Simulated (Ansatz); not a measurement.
ClH2O3Ta (`[O]=[Ta]([OH])([OH])[Cl]`), relaxed with RKS PBE0-D4/def2-TZVP in Ansatz from a PBE-D4/def2-SVP geometry. The force threshold is 0.005 eV/Å; the program also tests the step.

Total charge 0; spin multiplicity 1. Ta: def2 effective core potential.

Start:

```xyz
7

O     1.323   -1.701    0.222
Ta    0.389   -0.241    0.202
O     0.528    0.443   -1.582
O    -1.392   -0.760    0.682
Cl    1.247    1.288    1.744
H     0.121    1.217   -2.008
H    -2.216   -0.245    0.739
```

Task: How much energy does the relaxation release, and in how many steps? (Estimate.)

Result: The calculation gave: 4.01 kJ/mol, in 6 steps.

Task: Which bonds change most? (Best estimate.)

Result: The calculation gave: Ta2–Cl5 from 2.335 to 2.313 Å; O1–Ta2 from 1.734 to 1.713 Å; Ta2–O4 from 1.916 to 1.898 Å; Ta2–O3 from 1.916 to 1.898 Å.

Task: Give the relaxed structure. (Best estimate.)

Result: Computed: 
```xyz
7

O     1.317   -1.689    0.222
Ta    0.390   -0.248    0.200
O     0.518    0.449   -1.561
O    -1.381   -0.739    0.673
Cl    1.232    1.273    1.725
H     0.125    1.204   -1.998
H    -2.202   -0.251    0.739
```
